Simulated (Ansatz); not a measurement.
Compare A (`O=CS[SiH2]O`) with its isomer B (`O[C@@H]1S[Si@@H]1O`).

Program: Ansatz. Geometries: PBE0-D4/def2-TZVP. ΔE: electronic, gas phase. CCSD(T)/CBS adds triple-zeta CCSD(T) − MP2 to the extrapolated MP2 energy (def2 sets, frozen cores). DFT in def2-TZVPP. One conformer a species, not always the lowest.

Question: Which is lower in electronic energy at CCSD(T)/CBS, and by how much? (Estimate.)

Answer: The calculation gave: A, by 13.9 kcal/mol.

Question: Give E(B) − E(A) in kcal/mol with PBE0-D4, PBE-D4, ωB97M-V, CCSD/def2-TZVPP, CCSD(T)/def2-TZVPP, r2SCAN-D4, MP2/def2-TZVPP. (Estimate.)

Answer: Ansatz gave: PBE0-D4 12.8, PBE-D4 14.8, ωB97M-V 14.4, CCSD/def2-TZVPP 15.4, CCSD(T)/def2-TZVPP 15.6, r2SCAN-D4 15.2, MP2/def2-TZVPP 14.2. None reverses the order clearly.

Largest T1 diagnostic: 0.016.

From PBE to PBE0 (25 % exact exchange), in def2-TZVPP and without D4, E(B) − E(A) moves by −1.9 kcal/mol. In def2-TZVPP, CCSD(T) changes the Hartree–Fock value by −4.8 kcal/mol (the triples alone add +0.2 kcal/mol) and MP2 by −6.2 kcal/mol.
